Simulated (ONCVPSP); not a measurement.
## Which change was made? (S, ONCV)

- Element: sulfur (S)
- Generator: ONCVPSP 4.0.1
- Type: optimised norm-conserving Vanderbilt (ONCV)
- Functional: BLYP
- Relativity: non-relativistic
- Frozen core: [He]
- Valence charge: 14
- Reference configuration: 2s2 2p6 3s1.75 3p4.25
- Partial waves: 2s+3s: rc 0.80 bohr, ncon 4, nbas 7, qcut 13 1/bohr, 3 projectors, debl 1.2 Ha; 2p+3p: rc 0.95 bohr, ncon 3, nbas 8, qcut 16.8 1/bohr, 2 projectors
- Local potential: polynomial inside 0.60 bohr (lpopt 5, dvloc0 0 Ha)
- Core correction: Teter function, fcfact 4, rcfact 1.6

Cutoffs, loose and tight: the cutoffs (Ha) at which the residual kinetic energy of the hardest occupied pseudo-wave falls to 1 and 0.1 mHa per electron. They do not see the model core or the augmentation charge, which bear on the density cutoff. Test errors are all-electron minus pseudo excitation energies from the reference, over the configurations 2s2 2p6 3s2 3p4; 2s2 2p6 3s2 3p3; 2s2 2p6 3s2 3p2; 2s2 2p5 3s2 3p4; variants that change the core or the reference have their own tests.

The base gives: outcome: generated; cutoff, loose: 103 Ha; cutoff, tight: 116 Ha; bound ghosts: s; GHOST(+) flags above zero: s; largest test error (meV): +1219.

Problem. After one change the result is: outcome: generated; cutoff, loose: 83 Ha; cutoff, tight: 95 Ha; bound ghosts: none; GHOST(+) flags above zero: none; largest test error (meV): +2025. Which change was it?
A. all radii but the core radius scaled by about 0.78 (s 0.62, p 0.74 bohr); local potential polynomial inside 0.46 bohr (lpopt 5, dvloc0 0 Ha)
B. all radii but the core radius scaled by about 1.13 (s 0.90, p 1.08 bohr); local potential polynomial inside 0.68 bohr (lpopt 5, dvloc0 0 Ha)
C. all radii but the core radius scaled by about 1.28 (s 1.02, p 1.22 bohr); local potential polynomial inside 0.76 bohr (lpopt 5, dvloc0 0 Ha)

Solution. C. The others give: all radii but the core radius scaled by about 1.13 (s 0.90, p 1.08 bohr); local potential polynomial inside 0.68 bohr (lpopt 5, dvloc0 0 Ha) → outcome: generated; cutoff, loose: 93 Ha; cutoff, tight: 106 Ha; bound ghosts: none; GHOST(+) flags above zero: none; largest test error (meV): +1556 | all radii but the core radius scaled by about 0.78 (s 0.62, p 0.74 bohr); local potential polynomial inside 0.46 bohr (lpopt 5, dvloc0 0 Ha) → outcome: generated; cutoff, loose: 173 Ha; cutoff, tight: 316 Ha; bound ghosts: s; GHOST(+) flags above zero: s; largest test error (meV): +694.
